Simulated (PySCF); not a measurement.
## Ionisation energy of Ce⁴⁴⁺ by level of theory

Ce⁴⁴⁺ [Ne] 3s2 3p2 (3P) → Ce⁴⁵⁺ [Ne] 3s2 3p1 (2P), as a difference of total energies. Calculation: PySCF 2.14, in an even-tempered Gaussian basis (18 s from 8.8 bohr⁻², ratio 2.5; 12 p from 11 bohr⁻², ratio 2.5; 4 d from 46 bohr⁻², ratio 2.7; 4 f from 69 bohr⁻², ratio 2.7); scalar relativity by spin-free X2C-1e. Correlated levels: outer shells: 1s2 frozen; virtual orbitals above 40 to 60 times the deepest correlated orbital energy dropped. The calculations carry no spin-orbit coupling.

```json
{"method": "UHF", "ionisation energy (eV)": "3504.3"}
{"method": "MP2 (outer shells)", "ionisation energy (eV)": "3504.9"}
{"method": "SCS-MP2 (outer shells)", "ionisation energy (eV)": "3504.7"}
{"method": "CCSD (outer shells)", "ionisation energy (eV)": "3504.8"}
{"method": "CCSD(T) (outer shells)", "ionisation energy (eV)": "3504.8"}
```

Spin-orbit coupling is strong in these open shells (close to jj coupling). The scalar numbers leave it out and a first-order estimate fails, so it can dominate the gap to the real levels.

Breit and QED terms and the two-electron picture change are absent.

For comparison: 3570 ± 4 eV (theoretical estimate listed by NIST; NIST Atomic Spectra Database, ionization energies).
